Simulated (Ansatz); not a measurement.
C2H9NSn (`CN[CH2][SnH3]`). Charge 0, multiplicity 1. Sn: def2 effective core potential. All single points use the PBE0-D4/def2-TZVP geometry. It is one conformer, not always the lowest.

```xyz
13

C    -2.023   -0.019    0.620
N    -0.861    0.117   -0.234
C     0.387   -0.079    0.471
Sn    2.046    0.202   -0.874
H    -2.933    0.076    0.025
H    -2.061   -0.976    1.167
H    -2.024    0.785    1.361
H    -0.931   -0.527   -1.011
H     0.478    0.683    1.251
H     0.475   -1.057    0.972
H     2.248    1.856   -1.241
H     1.709   -0.657   -2.316
H     3.492   -0.404   -0.190
```

Question: What is the dipole moment at B3LYP/def2-TZVPP? (Best estimate.)

Answer: Ansatz gave: 1.31 D, with components (-0.75, -0.84, 0.66) D in this frame, pointing from negative to positive charge.

Question: And with PBE, r2SCAN, ωB97M-V? (Estimate.)

Answer: The calculation gave: PBE 1.29 D, r2SCAN 1.30 D, ωB97M-V 1.26 D.

Question: Give the Mulliken charges with B3LYP, ωB97M-V, r2SCAN in def2-TZVPP. (Best estimate.)

Answer: The calculation gave: 
```json
{"atom": "C1", "B3LYP": "-0.18", "ωB97M-V": "-0.24", "r2SCAN": "-0.04"}
{"atom": "N2", "B3LYP": "-0.26", "ωB97M-V": "-0.24", "r2SCAN": "-0.27"}
{"atom": "C3", "B3LYP": "-0.34", "ωB97M-V": "-0.40", "r2SCAN": "-0.28"}
{"atom": "Sn4", "B3LYP": "0.62", "ωB97M-V": "0.49", "r2SCAN": "0.58"}
{"atom": "H5", "B3LYP": "0.09", "ωB97M-V": "0.11", "r2SCAN": "0.05"}
{"atom": "H6", "B3LYP": "0.07", "ωB97M-V": "0.10", "r2SCAN": "0.03"}
{"atom": "H7", "B3LYP": "0.09", "ωB97M-V": "0.11", "r2SCAN": "0.05"}
{"atom": "H8", "B3LYP": "0.12", "ωB97M-V": "0.10", "r2SCAN": "0.13"}
{"atom": "H9", "B3LYP": "0.11", "ωB97M-V": "0.14", "r2SCAN": "0.08"}
{"atom": "H10", "B3LYP": "0.09", "ωB97M-V": "0.13", "r2SCAN": "0.07"}
{"atom": "H11", "B3LYP": "-0.13", "ωB97M-V": "-0.09", "r2SCAN": "-0.12"}
{"atom": "H12", "B3LYP": "-0.14", "ωB97M-V": "-0.11", "r2SCAN": "-0.14"}
{"atom": "H13", "B3LYP": "-0.14", "ωB97M-V": "-0.10", "r2SCAN": "-0.13"}
```

B3LYP here is the variant with VWN-RPA as its local correlation; programs differ in this.
